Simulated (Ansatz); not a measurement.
Input for Ansatz (an electronic-structure program): R-B2PLYP/def2-TZVPPD on HF (SMILES F). Files ending in .json are basis or fitting sets from the Basis Set Exchange.

Ansatz 0.2 input:
```yaml
crystal:
  periodic: [false, false, false]
  atoms:
    - {symbol: F, position_ang: [0.83298341, -0.55984759, -0.25489031]}
    - {symbol: H, position_ang: [0.55077934, -0.32185962, 0.60610121]}
basis:
  gaussian:
    orbitals: def2-TZVPPD.json
hamiltonian:
  xc: {name: B2PLYP}
magnetization: {spin_polarized: false}
correlation: {electrons: outside_noble_gas}
scf: {lower_state_search: off}
```

What total energy does the run end on?

-100.4402 hartree.
